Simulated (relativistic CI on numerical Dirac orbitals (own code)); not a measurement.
**Sm³⁺: computed level list**

Computed by Dirac-Coulomb-Breit CI, separate exchange-only KLI orbitals for each configuration, QED by a radiative potential, valence Slater integrals scaled by 0.85, P86 correlation estimate, and configurations built on the next ion tied to the tabulated ionisation energy (semi-empirical) (own radial code, finite nucleus).

Configuration list (outside the closed core [Kr] 4d10 5s2): 4f5 5p6, 4f4 5p6 5d, 4f4 5p6 6s, 4f4 5p6 6p, 4f4 5p6 6d, 4f4 5p6 7s, 4f4 5p6 5f, 4f4 5p6 6f, 4f4 5p6 7p, 4f3 5p6 5d 6s, 4f5 5p5 6s, 4f3 5p6 6s2. Levels of other configurations are missing.

The lowest level is 4f5 5p6 6H°_5/2, with 95 % of that term; Hund's rules for 4f5 5p6 give 6H° with J = 5/2, in agreement.

```csv
No.,Configuration,Term,J,E (eV),%,jj configuration (%)
1,4f5 5p6,6H°,5/2,0.0000,95,4f5/2^3 4f7/2^2 (34)
2,4f5 5p6,6H°,7/2,0.1208,97,4f5/2^4 4f7/2 (39)
3,4f5 5p6,6H°,9/2,0.2626,97,4f5/2^3 4f7/2^2 (58)
4,4f5 5p6,6H°,11/2,0.4193,97,4f5/2^2 4f7/2^3 (49)
5,4f5 5p6,6H°,13/2,0.5859,97,4f5/2^2 4f7/2^3 (46)
6,4f5 5p6,6H°,15/2,0.7584,95,4f5/2^2 4f7/2^3 (39)
7,4f5 5p6,6F°,1/2,0.8610,96,4f5/2^3 4f7/2^2 (51)
8,4f5 5p6,6F°,3/2,0.8900,95,4f5/2^4 4f7/2 (35)
9,4f5 5p6,6F°,5/2,0.9495,94,4f5/2^3 4f7/2^2 (50)
10,4f5 5p6,6F°,7/2,1.0524,94,4f5/2^3 4f7/2^2 (38)
11,4f5 5p6,6F°,9/2,1.1937,96,4f5/2^2 4f7/2^3 (43)
12,4f5 5p6,6F°,11/2,1.3618,97,4f5/2^2 4f7/2^3 (44)
13,4f5 5p6,4G°,5/2,2.2397,49,4f5/2^5 (45)
14,4f5 5p6,4F°,3/2,2.3041,95,4f5/2^3 4f7/2^2 (50)
15,4f5 5p6,4M°,15/2,2.4071,80,4f5/2^4 4f7/2 (52)
16,4f5 5p6,4G°,7/2,2.4825,58,4f5/2^4 4f7/2 (42)
17,4f5 5p6,4I°,9/2,2.5046,95,4f5/2^3 4f7/2^2 (47)
18,4f5 5p6,4I°,11/2,2.5617,73,4f5/2^3 4f7/2^2 (39)
19,4f5 5p6,4M°,17/2,2.6071,88,4f5/2^3 4f7/2^2 (75)
20,4f5 5p6,4I°,13/2,2.6232,55,4f5/2^3 4f7/2^2 (39)
21,4f5 5p6,4F°,5/2,2.7363,53,4f5/2^2 4f7/2^3 (54)
22,4f5 5p6,4I°,15/2,2.7615,56,4f5/2^3 4f7/2^2 (54)
23,4f5 5p6,4M°,19/2,2.7818,92,4f5/2^2 4f7/2^3 (64)
24,4f5 5p6,4G°,9/2,2.8022,72,4f5/2^3 4f7/2^2 (49)
25,4f5 5p6,4M°,21/2,2.9276,94,4f5/2^2 4f7/2^3 (50)
26,4f5 5p6,4L°,13/2,2.9982,63,4f5/2^3 4f7/2^2 (49)
27,4f5 5p6,4K°,11/2,3.0379,74,4f5/2^2 4f7/2^3 (48)
28,4f5 5p6,4F°,7/2,3.0509,58,4f5/2 4f7/2^4 (44)
29,4f5 5p6,4L°,15/2,3.1083,52,4f5/2^3 4f7/2^2 (62)
30,4f5 5p6,4G°,11/2,3.1626,86,4f5/2^2 4f7/2^3 (49)
31,4f5 5p6,4D°,5/2,3.1855,38,4f5/2^3 4f7/2^2 (42)
32,4f5 5p6,4K°,17/2,3.2262,46,4f5/2^2 4f7/2^3 (75)
33,4f5 5p6,4K°,13/2,3.2586,61,4f5/2^3 4f7/2^2 (50)
34,4f5 5p6,4F°,9/2,3.3340,70,4f5/2 4f7/2^4 (39)
35,4f5 5p6,4D°,1/2,3.3371,66,4f5/2^4 4f7/2 (60)
36,4f5 5p6,4D°,3/2,3.3691,42,4f5/2^3 4f7/2^2 (56)
37,4f5 5p6,4K°,15/2,3.4711,54,4f5/2^2 4f7/2^3 (85)
38,4f5 5p6,4K°,17/2,3.4976,38,4f5/2^2 4f7/2^3 (40)
39,4f5 5p6,4D°,7/2,3.5088,76,4f5/2^2 4f7/2^3 (56)
40,4f5 5p6,4H°,7/2,3.5498,92,4f5/2^3 4f7/2^2 (35)
41,4f5 5p6,4L°,19/2,3.5568,89,4f5/2^2 4f7/2^3 (58)
42,4f5 5p6,4D°,3/2,3.5922,44,4f5/2^2 4f7/2^3 (49)
43,4f5 5p6,4H°,9/2,3.6253,81,4f5/2^2 4f7/2^3 (32)
44,4f5 5p6,4H°,11/2,3.6683,76,4f5/2 4f7/2^4 (28)
45,4f5 5p6,6P°,5/2,3.6791,56,4f5/2^2 4f7/2^3 (39)
```

Energies count from the lowest computed level; ° marks odd parity. Filled j subshells are mostly left out of the jj labels.

The mean weight of the leading LS term, summed over parents, in these 45 levels is 75 %, and that of the leading jj configuration (from the same eigenvectors) 48 %, so LS coupling describes them better.

Configurations that consist of the next ion and one excited electron were tied to the tabulated ionisation energy; Rydberg ones are usually within 1,000 to 3,000 cm⁻¹ and the lowest ones within about 6,000 (9,000 in d shells), while levels on excited terms of the next ion carry the error of that term, and the other configurations can be misplaced by 10,000 cm⁻¹ or more. Rates follow the energies as ν³ (E1, M1) or ν⁵ (E2), so rates, branching and lifetimes can be off by large factors. The fine structure of a lone outer electron comes out too small, for d and f at times inverted, and misplaced configurations move strength between like terms.

Landé's interval rule says that E(J) − E(J−1) = AJ with one A. For the ground term the intervals give A = 278.5, 254.1, 229.7, 206.8, 185.5 cm⁻¹ for J = 7/2, 9/2, 11/2, 13/2, 15/2; the multiplet is regular.

LS names give the leading component of a level, which can be under half, so a name can repeat, a term be missing and a line seem to break the LS rules.
